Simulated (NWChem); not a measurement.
Si₂NH₅ClF; SMILES N[Si@@](F)([SiH3])Cl

```xyz
10

N      1.3778     0.3990     1.3255
Si     0.3207     0.1180     0.0196
F      1.0131     0.3517    -1.4370
Si    -0.5590    -2.0418     0.0358
Cl    -1.1699     1.5412     0.1470
H      1.5744     1.3390     1.6519
H      2.1233    -0.2498     1.5505
H     -1.4116    -2.2205     1.2485
H     -1.3787    -2.2687    -1.1907
H      0.5545    -3.0403     0.0735
```
Atoms are numbered in this order, from 1.

Level: PBE0/def2-SVP (NWChem), optimised geometry, unscaled harmonic frequencies. 

```tsv
frequency (cm⁻¹)	IR intensity (km/mol)
97	0.9
108	1.2
131	3.7
184	8.4
248	20.7
268	21.8
289	19.5
355	160.0
442	32.8
514	27.7
529	22.7
575	84.4
806	203.6
835	173.5
887	40.3
925	1.0
930	54.1
947	157.5
1529	69.3
2225	63.2
2242	61.3
2250	73.6
3611	54.8
3716	53.8
```

```
Quantity                                                                            Value
-----------------------------------------------------------------------  ----------------
zero-point energy                                                           35.2 kcal/mol
thermal correction to the enthalpy at 298.15 K (with zero-point energy)     41.1 kcal/mol
heat capacity Cv                                                         28.5 cal/(mol K)
entropy at 298.15 K and 1 atm (symmetry number 1)                        90.2 cal/(mol K)
dipole moment                                                                      2.55 D
```

Rigid rotor and harmonic oscillator; modes under 100 cm⁻¹ make the entropy uncertain.
